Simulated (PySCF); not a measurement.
## Working out the ionisation energy of Ru²⁺

Ru²⁺ [Kr] 4d6 (5D) → Ru³⁺ [Kr] 4d5 (6S). All numbers are calculated (PySCF 2.14, a scalar-relativistic core potential, in aug-cc-pVDZ-PP with ECP28MDF (5s5p4d2f, 54 functions)). Frozen: 4s2 4p6. Energies in hartree (1 hartree = 27.21139 eV):

| part | Ru²⁺ (lower) | Ru³⁺ (upper) |
| --- | --- | --- |
| UHF | -93.033111 | -92.061660 |
| MP2 opposite-spin | -0.032473 | 0.000000 |
| MP2 same-spin | -0.044765 | -0.041553 |

Question: What does Hartree-Fock give?

Answer: (-92.061660) − (-93.033111) = 0.971451 hartree = 26.435 eV.

Question: What do MP2 and SCS-MP2 (6/5 opposite-spin, 1/3 same-spin) give?

Answer: The opposite-spin parts differ by 0.884 eV and the same-spin parts by 0.087 eV. MP2: 26.435 + (0.884) + (0.087) = 27.406 eV. SCS-MP2: 26.435 + 1.2 × (0.884) + (0.087)/3 = 27.525 eV.

Reference: 28.47 eV (semi-empirical (NIST evaluation); NIST Atomic Spectra Database, ionization energies), between the lowest levels; spin-orbit coupling is absent from the calculation.

A double-zeta basis recovers only part of the correlation energy.

What remains against the reference includes basis incompleteness, the frozen core and correlation beyond second order.
